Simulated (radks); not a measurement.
Values are calculated unless marked as measured or tabulated.
Problem. Species: neutral thulium. Configuration: [Xe] 4f13 6s2. Code: a radial shooting solver on a logarithmic mesh with Libxc functionals. Model: scalar-relativistic Kohn-Sham, r2SCAN, spin-polarised, spherical densities, finite nucleus; open shells are filled with parallel spins first (spin-orbit coupling, left out, can overturn this in heavy ions); meta-GGA in the generalised Kohn-Sham scheme; Fermi nuclear charge, rms radius 5.2256 fm; hard spherical wall at 4 bohr. Some entries of the table are withheld. Estimate them.

orbital  occ.  eigenvalue (eV)  <r> (bohr)
1s up       1        -59351.23     0.02001
1s down     1        -59351.22     0.02001
2s up       1        -10030.64     0.08486
2s down     1        -10030.64     0.08486
2p up       3        -8852.530     0.07542
2p down     3        -8852.526     0.07542
3s up       1        -2257.517      0.2207
3s down     1        -2256.939      0.2206
3p up       3        -1898.985      0.2201
3p down     3        -1898.405      0.2201
3d up       5        -1455.855      0.1999
3d down     5        -1455.412      0.1999
4s up       1        -443.8421      0.4980
4s down     1        -442.6457      0.4981
4p up       3        -325.4988      0.5284
4p down     3        -324.3142      0.5285
4d up       5        -167.6261      0.5719
4d down     5        -166.4484      0.5721
5s up       1         -47.9006       1.239
5s down     1         -47.3914       1.243
5p up       3         -21.1115       1.480
5p down     3         -20.7864       1.486
4f up       7           4.0379      0.7980
4f down     6           5.0588      0.8082
5d up       0           8.2734       2.051
5d down     0           8.3949       2.057
6s up       1           9.2900       2.454
6s down     1           9.4035       2.455
6p up       0          19.7297       2.473
6p down     0          19.8738       2.471
7s up       0              (1)       2.349
7s down     0              (2)       2.348

Solution. 
(1) 7s up eigenvalue (eV): 61.4960
(2) 7s down eigenvalue (eV): 61.7595
